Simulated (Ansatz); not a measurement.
One geometry of `NC(=O)[SiH](F)Cl`, several functionals.

```yaml
crystal:
  periodic: [false, false, false]
  atoms:
    - {symbol: N, position_ang: [-0.235155, -1.465225, 0.552220]}
    - {symbol: C, position_ang: [0.309565, -0.239511, 0.694361]}
    - {symbol: O, position_ang: [0.916412, 0.128374, 1.683189]}
    - {symbol: Si, position_ang: [0.140418, 1.021213, -0.721218]}
    - {symbol: F, position_ang: [-0.407028, 0.276789, -2.025096]}
    - {symbol: Cl, position_ang: [-1.206286, 2.443710, -0.184294]}
    - {symbol: H, position_ang: [-0.712829, -1.730002, -0.291145]}
    - {symbol: H, position_ang: [-0.150871, -2.134221, 1.302349]}
    - {symbol: H, position_ang: [1.434173, 1.652572, -1.027568]}
basis:
  gaussian: {orbitals: def2-TZVPP}
hamiltonian: {xc: pbe, dispersion: d4}
output: {forces: true, orbitals: {seedname: orbitals}}
```

```sh
$ ansatz run in.yaml --threads 4 --pin off --events-out ev --progress --plain --max-ram 10444MiB
```

It prints (some lines left out):

```
Functional definition: PBE
1401 factors; their error is unknown
mean field evaluation 1: about -27720.0844 eV, gradient 7.7e1 eV
mean field evaluation 2: about -27671.9367 eV, gradient 1.6e2 eV
mean field evaluation 4: about -27730.1530 eV, gradient 1.5e1 eV
mean field evaluation 8: about -27730.6152 eV, gradient 1.8e-1 eV
mean field evaluation 16: about -27730.5853 eV, gradient 5.5e-3 eV
mean field -27730.58526246 eV, -1019.0802119294 hartree, gradient 5.9e-5 eV, S^2 0.000000; 0 other end points of the search recorded, 0 dependent functions left out
reference -27730.58530214 eV, -1019.0802133877 hartree; 32, 32 occupied and 218, 218 virtual orbitals, 1401 factors
Total energy: -27730.81669090 eV, -1019.0887167679 hartree
Atom 0 at    -0.235155    -1.465225     0.552220 Å, force    -0.103495    -0.178538    -0.049746 eV/Å
Atom 1 at     0.309565    -0.239511     0.694361 Å, force    -0.273448     0.072504    -0.673925 eV/Å
Atom 2 at     0.916412     0.128374     1.683189 Å, force     0.600372     0.378351     0.972686 eV/Å
Atom 3 at     0.140418     1.021213    -0.721218 Å, force     0.200504     0.056009     0.328980 eV/Å
Atom 4 at    -0.407028     0.276789    -2.025096 Å, force    -0.226408    -0.303367    -0.614599 eV/Å
Atom 5 at    -1.206286     2.443710    -0.184294 Å, force    -0.212965     0.264920     0.103290 eV/Å
Atom 6 at    -0.712829    -1.730002    -0.291145 Å, force    -0.184313    -0.116152    -0.316541 eV/Å
Atom 7 at    -0.150871    -2.134221     1.302349 Å, force     0.021467    -0.269379     0.274513 eV/Å
Atom 8 at     1.434173     1.652572    -1.027568 Å, force     0.178285     0.095652    -0.024657 eV/Å
Dipole moment:    -0.176515    -0.521856    -0.244109 e Å
```

It took 2.3 s on 4 threads of an Arm Neoverse V2 on a shared host, with 0.34 GiB of host memory at the peak.

The same input with `hamiltonian: {xc: {name: B3LYP}, dispersion: d4}` (abridged; 4.6 s):

```
Functional definition: B3LYP
mean field evaluation 16: about -27748.3968 eV, gradient 3.7e-4 eV
mean field -27748.39683298 eV, -1019.7347750732 hartree, gradient 4.0e-5 eV, S^2 0.000000
Total energy: -27748.77123334 eV, -1019.7485340325 hartree
Atom 0 force    -0.101585    -0.222664    -0.014961 eV/Å
Atom 1 force    -0.029158     0.139121    -0.228140 eV/Å
Atom 2 force     0.163655     0.080562     0.290529 eV/Å
Atom 3 force     0.274815     0.043271     0.031776 eV/Å
Atom 4 force    -0.062864    -0.102606    -0.167834 eV/Å
Atom 5 force    -0.151956     0.163781     0.062785 eV/Å
Atom 6 force    -0.005611    -0.028692     0.006096 eV/Å
Atom 7 force    -0.010979    -0.025330    -0.001156 eV/Å
Atom 8 force    -0.076318    -0.047443     0.020904 eV/Å
Dipole moment:    -0.176687    -0.509906    -0.277587 e Å
```

The same input with `hamiltonian: {xc: {name: wB97M-V}}` (abridged; 11 s):

```
Functional definition: wB97M-V
mean field evaluation 16: about -27744.3084 eV, gradient 2.6e-4 eV
mean field -27744.30843076 eV, -1019.5845290626 hartree, gradient 6.6e-5 eV, S^2 0.000000
Total energy: -27744.30847530 eV, -1019.5845306997 hartree
Atom 0 force    -0.102484    -0.255725     0.002335 eV/Å
Atom 1 force     0.003707     0.205017    -0.194864 eV/Å
Atom 2 force     0.049959     0.025775     0.098398 eV/Å
Atom 3 force     0.269853     0.129626     0.091741 eV/Å
Atom 4 force    -0.043797    -0.074205    -0.056076 eV/Å
Atom 5 force    -0.027368     0.013153     0.009881 eV/Å
Atom 6 force     0.023276     0.012845     0.035495 eV/Å
Atom 7 force    -0.001363     0.036953    -0.031918 eV/Å
Atom 8 force    -0.171783    -0.093439     0.045008 eV/Å
Dipole moment:    -0.182286    -0.502628    -0.291007 e Å
```

B3LYP takes the VWN-RPA correlation (the form of Gaussian; ORCA's B3LYP/G).
